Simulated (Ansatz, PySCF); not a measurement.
C2H6AlF, triplet, geometry from GFN2-xTB (such geometries of metal compounds can be far from the true shape) (a higher spin typed on purpose: for a closed-shell molecule this is an excited state). Base run: MP2/def2-SVPD run with PySCF.

The PySCF input:
```python
from pyscf import gto, scf, mp

mol = gto.Mole()
mol.atom = '''
    Al    0.19980914   -0.19312548    0.17540542
    C     1.86426202   -0.01408556   -1.33131879
    H     2.71149304   -0.59501172   -0.98260111
    H     2.10194063    1.04149136   -1.40422681
    H     1.47358845   -0.39396865   -2.26892868
    C    -1.33990430   -0.49273228    1.79163399
    H    -2.20356044   -0.94327075    1.31501834
    H    -1.57520826    0.49218926    2.17972022
    H    -0.91915931   -1.13736804    2.55602788
    F    -0.81475103    0.78749742   -0.71524128
'''
mol.basis = 'def2-svpd'
mol.spin = 2
mol.verbose = 3
mol.build()

mf = scf.UHF(mol)
mf.kernel()

pt = mp.MP2(mf)
pt.kernel()
print('E(MP2) = %.10f' % pt.e_tot)
```

The same geometry, method and basis name were run in Ansatz (a program for electronic structure) and PySCF, at each program's defaults and at the settings that a row names. The base is PySCF at its defaults. Differences at the defaults can come from grids, fitting, cores and function types together.

| code and settings | ΔE vs base (mEh) | basis functions | E (Eh) | SCF cycles | SCF-reference dipole (D) |
|---|---|---|---|---|---|
| PySCF, defaults (exact integrals, spherical functions, all electrons correlated) | 0.000 | 135 | -420.86997 | 12 | 0.95 |
| Ansatz, defaults (factorised integrals, spherical functions, frozen core) | 21.825 | 135 | -420.84814 | - | - |
| PySCF, frozen core | 21.822 | 135 | -420.84815 | 12 | 0.95 |
| Ansatz, high accuracy, frozen core | 21.821 | 135 | -420.84815 | - | - |

Open shells are given as the SCF converged; they aren't shown to be the lowest states, and a large step between rows can be another state.
